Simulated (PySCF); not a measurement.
**Spectroscopy problems**

Theoretical values (PySCF 2.14.0 with density-fitted response routines): GFN2-xTB geometry, shieldings: GIAO PBE0/pcSseg-1, B3LYP/pcJ-1 coupling constants (spin–dipole term left out of most H,H and C,H couplings). Equivalent nuclei averaged, non-relativistic, one computed conformer, no solvent.

Referencing at the same level of theory: ¹H and ¹³C vs TMS. Multiplet labels drop J under 1 Hz and among equivalent protons, and merge close values. Unscaled 3J(H,H) run several per cent high. Splittings of carbon signals by F and P are missing where no couplings were computed. Where no couplings were computed, multiplicities follow the n + 1 count of equivalent neighbours, and m marks all less simple cases (inequivalent or close neighbours, rings, F or P nearby). Shifts are as computed. Against solution values, carbons near 30 ppm lie about +3 ppm off and those near 130 ppm about +5 ppm. Of 1211 compounds with measured shifts, 218 miss one by over three times the rms of a fit or turn the order of signals round; such compounds aren't used in these exercises.

Task: C₆H₅N. ¹H NMR (400 MHz, computed): δ 7.50 (m, 1H), 6.98 (m, 1H), 6.92 (m, 1H), 3.32 (q, J = 1.9 Hz, 2H). ¹³C{¹H} NMR (computed): δ 155.6 (CH), 149.2 (CH), 140.2 (CH), 123.0 (C), 121.4 (C), 49.7 (CH2). What is it?

Result: cyclopentadienecarbonitrile (SMILES N#CC1=CC=CC1). Rings plus π bonds: 5 (1 ring in the answer). 6 carbon signals for 6 carbons: no two carbons are equivalent. Carbon types of the structure: 2 × C, 3 × CH, 1 × CH2, which accounts for all hydrogens. δC 155.6, 149.2, 140.2: alkene CH; the olefinic region. δC 123.0: fully substituted alkene carbon; as expected for a trigonal carbon in a double bond. δC 121.4: nitrile carbon; typical of a nitrile. δC 49.7: allylic sp3 CH2; saturated and bonded to C and H only.

The data come from this structure; uniqueness wasn't tested.

Task: C₈H₁₀FOP. ¹H NMR (300 MHz, computed): δ 7.30 (m, 1H), 6.71 (m, 1H), 6.31 (m, 1H), 5.89 (m, 1H), 2.20 (m, 3H), 2.18 (m, 3H). ¹³C{¹H} NMR (computed): δ 173.9 (C), 145.5 (C), 143.6 (C), 133.4 (CH), 130.4 (CH2), 118.3 (C), 12.2 (CH3), 9.3 (CH3). Identify the compound.

Result: `C1(F)=C(C)[P@H](=O)C(C)=C1C=C`. 8 carbon signals for 8 carbons: no two carbons are equivalent. Carbon types of the structure: 4 × C, 1 × CH, 1 × CH2, 2 × CH3, leaving 1 H on heteroatoms. δC 173.9, 145.5, 143.6, 118.3: fully substituted alkene carbon. δC 133.4: alkene CH; an sp2 carbon of a C=C bond. δC 130.4: terminal =CH2 carbon; an sp2 carbon of a C=C bond. δH 6.71: hydrogen on an alkene CH; attached to an sp2 carbon and in the plane of the double bond.

This is the structure that produced the data.
